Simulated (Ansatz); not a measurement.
Start from `FC1O[SiH2]O1` and change one atom or group to get `[GeH3][CH]1O[SiH2]O1`.

Ansatz, PBE0-D4/def2-TZVP geometries, multiplicity 1. 

Scalar relativity is left out up to krypton.

| property | `FC1O[SiH2]O1` |
| --- | --- |
| LUMO energy (PBE/def2-TZVPP) / eV | -1.76 |
| HOMO energy (PBE/def2-TZVPP) / eV | -7.64 |
| HOMO energy (B3LYP/def2-TZVPP) / eV | -8.96 |
| HOMO–LUMO gap (B3LYP/def2-TZVPP) / eV | 7.86 |
| HOMO–LUMO gap (PBE/def2-TZVPP) / eV | 5.89 |
| size of the dipole moment (PBE/def2-TZVPP) / D | 2.04 |

Q: Give the same properties after the change, and the shifts. (Estimate.)

A: Computed: 
| property | `[GeH3][CH]1O[SiH2]O1` | shift |
| --- | --- | --- |
| LUMO energy (PBE/def2-TZVPP) / eV | -1.60 | 0.16 |
| HOMO energy (PBE/def2-TZVPP) / eV | -6.03 | 1.61 |
| HOMO energy (B3LYP/def2-TZVPP) / eV | -7.17 | 1.79 |
| HOMO–LUMO gap (B3LYP/def2-TZVPP) / eV | 6.29 | -1.57 |
| HOMO–LUMO gap (PBE/def2-TZVPP) / eV | 4.44 | -1.45 |
| size of the dipole moment (PBE/def2-TZVPP) / D | 0.58 | -1.46 |

With PBE0 the HOMO rises by 1.80 eV and the LUMO rises by 0.19 eV, so the gap narrows by about 1.61 eV. PBE moves the HOMO by 1.61 eV and ωB97M-V by 1.87 eV. Dipoles are sizes alone; their direction can turn.

B3LYP here is the variant with VWN-RPA as its local correlation; programs differ in this.
